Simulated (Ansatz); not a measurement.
AgF₃H₆NPSi₂ (`F[P+](F)(F)[Ag-][N]([SiH3])[SiH3]`), one more setting.

```yaml
crystal:
  periodic: [false, false, false]
  atoms:
    - {symbol: F, position_ang: [-4.050942, 1.005647, 1.170610]}
    - {symbol: P, position_ang: [-2.548273, 1.607680, 1.522181]}
    - {symbol: F, position_ang: [-2.751787, 1.441737, 2.961015]}
    - {symbol: F, position_ang: [-2.725872, 2.824756, 0.930721]}
    - {symbol: Ag, position_ang: [-0.978193, 0.435540, 0.686467]}
    - {symbol: N, position_ang: [0.870057, -0.612936, -0.315556]}
    - {symbol: Si, position_ang: [1.556924, 0.214170, -1.353059]}
    - {symbol: Si, position_ang: [1.291956, -2.321276, -0.067459]}
    - {symbol: H, position_ang: [1.025096, 2.154290, -1.903267]}
    - {symbol: H, position_ang: [1.973786, -0.301260, -2.616342]}
    - {symbol: H, position_ang: [2.797873, 0.791990, -0.781016]}
    - {symbol: H, position_ang: [-0.245373, -2.179258, 0.551675]}
    - {symbol: H, position_ang: [2.083292, -2.446891, 0.949700]}
    - {symbol: H, position_ang: [0.814782, -2.816990, -1.001578]}
basis:
  gaussian: {orbitals: def2-mTZVP}
hamiltonian: {xc: {name: rPW86-PBE}, dispersion: d4}
accuracy: high
output: {forces: true}
```

```sh
$ ansatz run in.yaml --threads 4 --pin off --events-out ev --progress --plain --max-ram 66560MiB --backend cpu
```

Output, abridged:

```
Functional definition: rPW86-PBE
4033 factors; integrals over basis functions are off by at most 5.6e-8 eV
mean field evaluation 1: about -38805.2629 eV, gradient 1.1e2 eV
mean field evaluation 2: about -38590.8365 eV, gradient 2.3e2 eV
mean field evaluation 4: about -38826.1162 eV, gradient 2.0e1 eV
mean field evaluation 8: about -38826.9883 eV, gradient 5.9e-1 eV
mean field evaluation 16: about -38826.9760 eV, gradient 5.1e-3 eV
mean field -38826.97600233 eV, -1426.8650502159 hartree, gradient 3.5e-8 eV, S^2 0.000000; 0 other end points of the search recorded, 0 dependent functions left out
reference -38826.97602212 eV, -1426.8650509432 hartree; 51, 51 occupied and 142, 142 virtual orbitals, 4033 factors
Total energy: -38827.51782812 eV, -1426.8849619465 hartree
Atom 0 at    -4.050942     1.005647     1.170610 Å, force     0.385412     0.120402    -0.208432 eV/Å
Atom 1 at    -2.548273     1.607680     1.522181 Å, force     0.069689   -13.438311    -0.439543 eV/Å
Atom 2 at    -2.751787     1.441737     2.961015 Å, force    -0.646574     0.825108     6.571373 eV/Å
Atom 3 at    -2.725872     2.824756     0.930721 Å, force    -1.962785    13.844200    -4.971116 eV/Å
Atom 4 at    -0.978193     0.435540     0.686467 Å, force     3.691949    -2.245147    -1.720713 eV/Å
Atom 5 at     0.870057    -0.612936    -0.315556 Å, force    -5.170485    -3.773537     6.197606 eV/Å
Atom 6 at     1.556924     0.214170    -1.353059 Å, force     4.792675     9.242358    -5.859207 eV/Å
Atom 7 at     1.291956    -2.321276    -0.067459 Å, force    -3.424887     8.066703     7.511534 eV/Å
Atom 8 at     1.025096     2.154290    -1.903267 Å, force    -0.002512    -2.342722     0.635076 eV/Å
Atom 9 at     1.973786    -0.301260    -2.616342 Å, force     0.081254    -0.807581    -1.446529 eV/Å
Atom 10 at     2.797873     0.791990    -0.781016 Å, force     0.743483     0.193267    -0.024071 eV/Å
Atom 11 at    -0.245373    -2.179258     0.551675 Å, force     1.125377    -1.833413     0.535170 eV/Å
Atom 12 at     2.083292    -2.446891     0.949700 Å, force     3.745276    -1.336942     3.459907 eV/Å
Atom 13 at     0.814782    -2.816990    -1.001578 Å, force    -3.427872    -6.514387   -10.241054 eV/Å
Dipole moment:    -0.717170     0.004356     0.881466 e Å
```

It took 21 s on 4 threads of an AMD EPYC 7R13 on a shared host, with 1.2 GiB of host memory at the peak.
